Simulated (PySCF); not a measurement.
Radial density of Si⁻ (silicon, charge -1)

M06-2X, [Ne] 3s2 3p3, high-spin 4S determinant. All numbers are calculated (PySCF 2.14, no relativity, point nucleus, in aug-cc-pV(D+d)Z).

```tsv
r (bohr)	4πr²ρ (e/bohr)	4πr²(ρα − ρβ)
0.00161	0.05505	0.0000
0.00271	0.1515	0.0000
0.00456	0.4060	0.0001
0.00768	1.054	0.0002
0.0129	2.575	0.0004
0.0217	5.706	0.0010
0.0365	10.70	0.0024
0.0614	15.30	0.0067
0.103	14.44	0.0235
0.174	9.872	0.0758
0.292	12.25	0.1450
0.492	13.48	0.0867
0.827	4.937	0.0184
1.39	1.668	0.5377
2.34	1.826	1.0056
3.94	0.6577	0.4889
6.62	0.09217	0.0850
11.1	0.004408	0.0044
```

The outer electron is barely bound at this level, so radii and moments hang on the diffuse functions.
